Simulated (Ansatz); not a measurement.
Program: Ansatz. Geometries: PBE0-D4/def2-TZVP. ΔE: electronic, gas phase. CBS: MP2 limit from def2 TZ/QZ plus the TZ coupled-cluster correction, frozen cores. Functionals use def2-TZVPP. One conformer a species, not always the lowest.

`FC([SiH3])([SiH3])Cl` + `N=C(N)Cl` → `N/C(Cl)=N/[SiH3]` + `FC([SiH3])Cl`  (ligand exchange at the Si–C bond)

`FC([SiH3])([SiH3])Cl`:

```xyz
11

F    -1.098    0.661    1.426
C    -0.123    0.514    0.453
Si    0.986   -0.971    0.906
Si   -0.961    0.472   -1.261
Cl    0.924    1.974    0.484
H     1.591   -0.717    2.235
H     2.025   -1.099   -0.144
H     0.142   -2.193    0.937
H    -1.874   -0.699   -1.307
H     0.104    0.325   -2.283
H    -1.715    1.733   -1.447
```

`N=C(N)Cl`:

Cartesian coordinates in Å:
```
N 1.115 0.763 -0.375
C 0.226 0.062 0.161
N -0.799 -0.525 -0.505
Cl 0.171 -0.338 1.886
H 1.829 1.068 0.272
H -0.935 -0.213 -1.452
H -1.607 -0.817 0.013
```

`N/C(Cl)=N/[SiH3]`:

Cartesian coordinates in Å:
```
N 0.886 -0.589 -1.866
C 0.568 -0.209 -0.616
Cl 2.069 -0.013 0.353
N -0.579 -0.023 -0.171
Si -1.100 0.449 1.402
H 0.138 -0.704 -2.526
H 1.840 -0.675 -2.156
H -0.552 1.781 1.775
H -0.688 -0.547 2.427
H -2.581 0.529 1.378
```

`FC([SiH3])Cl`:

Cartesian coordinates in Å:
```
F 0.802 0.046 1.749
C 0.575 -0.527 0.527
Si -0.708 0.478 -0.465
Cl 2.101 -0.575 -0.391
H 0.294 -1.569 0.693
H -1.968 0.536 0.320
H -0.937 -0.225 -1.750
H -0.160 1.835 -0.683
```

```
  level  ΔE (kJ/mol)
PBE0-D4        -65.6
LC-ωPBE        -67.0
```

(1) What does CCSD(T)/CBS give? (Estimate.)

Largest T1 diagnostic among the species: 0.013.

## Answers

(1) Ansatz gave: -65.9 kJ/mol. The listed levels differ from it by 0.3, -1.1 kJ/mol.

The D4 term adds +4.2 kJ/mol with B3LYP and +2.2 kJ/mol with PBE0; it sums over pairs of atoms, weighted by their polarisabilities, and B3LYP, whose exchange is more repulsive, gets the larger term. From BLYP to BHLYP (50 % exact exchange), in def2-TZVPP and without D4, ΔE moves by −7.0 kJ/mol.

CCSD(T)/CBS has its own doubt, a few kJ/mol and more with outer-core shells, so smaller differences from it don't rank the levels.

B3LYP here is the variant with VWN-RPA as its local correlation; programs differ in this.
